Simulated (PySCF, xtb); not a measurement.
C₂H₆BClO, SMILES CCOBCl. Other conformers were not sampled.

Harmonic wavenumbers (cm⁻¹) from GFN2-xTB in xtb 6.7.1 at its own minimum, in rising order: 59, 118, 175, 249, 343, 434, 756, 759, 834, 901, 1040, 1072, 1099, 1153, 1244, 1306, 1338, 1399, 1467, 1475, 1491, 2535, 2909, 2940, 3044, 3052, 3054.

### Question
What does PySCF 2.14.0 with PBE-D3(BJ)/def2-SVP give at its own minimum? (An estimate is asked for; the answer gives what the named calculation found.)

### Answer
59, 119, 196, 286, 350, 441, 785, 821, 834, 865, 1021, 1082, 1087, 1143, 1255, 1317, 1348, 1393, 1406, 1423, 1445, 2559, 2964, 2979, 3024, 3075, 3079. Paired by order, the mean absolute difference is 23 cm⁻¹ and the zero-point energies are 51.8 and 52.0 kcal/mol.
